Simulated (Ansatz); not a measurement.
C3H7FSi (`C[C@@H]1C[Si@@H]1F`), relaxed with RKS PBE0-D4/def2-TZVP in Ansatz 0.2.0 from a PBE-D4/def2-SVP geometry. The force threshold is 0.005 eV/Å; the program also tests the step.

The species carries charge 0 and has multiplicity 1.

Start:

```xyz
12

C    -1.428    0.334   -0.553
C     0.088    0.372   -0.466
C     0.853   -0.983   -0.194
Si    1.041    0.297    1.127
F     0.217    0.081    2.531
H    -1.857    1.356   -0.553
H    -1.875   -0.209    0.304
H    -1.765   -0.177   -1.482
H     0.559    0.976   -1.266
H     1.675   -1.250   -0.881
H     0.196   -1.846    0.024
H     2.298    1.051    1.408
```

Problem. How much energy does the relaxation release, and in how many steps? (An estimate is asked.)

Solution. The calculation gave: 8.05 kJ/mol, in 6 steps.

Problem. Which bonds change most? (An estimate is asked.)

Solution. Computed: Si4–F5 from 1.643 to 1.598 Å; C2–Si4 from 1.858 to 1.828 Å; C3–Si4 from 1.849 to 1.821 Å; C3–H10 from 1.104 to 1.086 Å.

Problem. Give the relaxed structure. (Best estimate.)

Solution. The calculation gave: 
```xyz
12

C    -1.414    0.327   -0.547
C     0.091    0.384   -0.451
C     0.843   -0.975   -0.181
Si    1.024    0.289    1.117
F     0.227    0.097    2.489
H    -1.848    1.330   -0.542
H    -1.849   -0.219    0.293
H    -1.733   -0.174   -1.467
H     0.554    0.967   -1.245
H     1.651   -1.234   -0.859
H     0.179   -1.815    0.010
H     2.274    1.024    1.384
```
